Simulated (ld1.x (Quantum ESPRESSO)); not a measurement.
# Tl (Z = 81): TM pseudisation with PBE, fully relativistic reference atom.

Tl, norm-conserving Troullier–Martins (Kleinman–Bylander form), made with ld1.x (Quantum ESPRESSO) 7.5 (PBE, fully relativistic). Core [Xe] 4f14 5d10, reference 6s2 6p1. Waves: 6s (bound): rc 1.60 bohr; 6p (bound): rc 2.95 bohr. Local part: all-electron potential smoothed inside 2.25 bohr (lloc = -1). Core correction: Bessel-smoothed model core inside 1.10 bohr.

Open shells are filled in proportion to 2j + 1 (rel_dist='average').

* Cutoffs needed: 35 Ry and 90 Ry (the cutoffs (Ry, on a coarse ladder) from which the occupation-weighted sum of valence levels, in a spherical-Bessel basis at the reference potential, stays within 10 and 1 mRy of its value at 400 Ry)
* Ghost test: no extra level below or beside the all-electron valence levels (s, p1/2, p3/2, d, f tested) (spherical-Bessel basis up to 400 Ry, 20 bohr box)
* Largest excitation error: -366 meV (all-electron minus pseudo) for 6s1 6p0, out of 7 test configurations
